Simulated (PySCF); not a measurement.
Dipole moment and polarisability of `C#C[SiH2][C@@H]1C=C(Cl)C1`

Compound: C₆H₇ClSi.
Geometry (GFN2-xTB, Å), atoms numbered from 1 in this order:
```
atom  x, y, z in Å
C1     3.4889    0.3732    0.0006
C2     2.4513   -0.1778   -0.2564
Si3    0.8468   -1.0113   -0.6491
C4    -0.4203   -0.3669    0.6207
C5    -1.8549   -0.7142    0.3223
C6    -2.2007    0.5585    0.1488
Cl7   -3.6479    1.3602   -0.2917
C8    -0.8442    1.1193    0.4483
H9     4.3978    0.8533    0.2273
H10    0.4250   -0.6402   -2.0025
H11    0.9959   -2.4628   -0.4990
H12   -0.1198   -0.6074    1.6419
H13   -2.3731   -1.6518    0.2613
H14   -0.3667    1.6552   -0.3703
H15   -0.7825    1.7206    1.3533
```

Level: PBE0/def2-SVPD (PySCF), static field, nuclei fixed, core orbitals frozen in the response. The polarisability tensor in these axes (au):

```
x   141.51  -7.12   5.33
y    -7.12 101.80   1.64
z     5.33   1.64  80.05
```

Question: What are the eigenvalues, a third of the trace, and Δα (Δα² = ½Σ(αi − αj)² over the three pairs)?

Answer: Principal values 79.36, 100.86 and 143.14 au; mean 107.79 au = 15.97 Å³ = 17.77 × 10⁻⁴⁰ C²·m²/J; Δα = 56.20 au (52 % of the mean).

Question: What is the dipole moment, and where does it point?

Answer: (1.36, -0.39, 0.74) D, 1.60 D in size, pointing from the negative to the positive side. Measured along this direction, the outermost atoms are Cl7 at the negative end and H9 at the positive end.

Question: In TDDFT the mean static polarisability is Σ f/ω² over all singlet excitations (ω in hartree). How much of it do the 8 lowest give? Their energies (eV) and oscillator strengths: 5.96, 0.0852; 6.04, 0.0104; 6.22, 0.1851; 6.28, 0.0039; 6.49, 0.0034; 6.59, 0.0026; 6.78, 0.0046; 6.82, 0.0135.

Answer: They add up to 5.99 au, 5.6 % of the 107.79 au; the largest single term is 3.54 au, from the state at 6.22 eV. Terms in order: 1.77, 0.21, 3.54, 0.07, 0.06, 0.04, 0.07, 0.22 au. Higher excitations give the rest. The strengths listed sum to 0.309.

Question: What molar refraction does this α imply?

Answer: Lorentz–Lorenz: R = (4π/3)N_A α = 2.5225 cm³/(mol·Å³) × 15.97 Å³ = 40.3 cm³/mol, in the limit of long wavelengths.

Question: Find the Langevin capture rate constant for H3O+ (19.018 u) meeting this molecule (142.001 u), k = 2.342 × 10⁻⁹ cm³/s × √(α in Å³ / reduced mass in u).

Answer: The reduced mass is 16.77 u, so k = 2.29 × 10⁻⁹ cm³/s. The formula leaves out the permanent dipole, which adds to the capture rate.

Question: What are the principal values of the traceless quadrupole moment, Θ = ½Σq(3rr − r²1), about the centre of nuclear charge?

Answer: -7.39, -1.24, 8.64 D·Å. The values depend on the origin, since the dipole doesn't vanish. The electronic extent ⟨r²⟩ about the same centre is 1907 bohr², a root-mean-square distance of 2.69 Å for the 74 electrons.

Question: Give the principal axes and the span of the nuclei along them.

Answer: Largest value along (0.98, -0.17, 0.08), where the nuclei span 8.03 Å; middle along (0.16, 0.98, 0.12), 4.04 Å; least along (-0.10, -0.10, 0.99), 3.66 Å. The response follows the extents in order.

Geometry: GFN2-xTB, one conformer, isolated molecule.
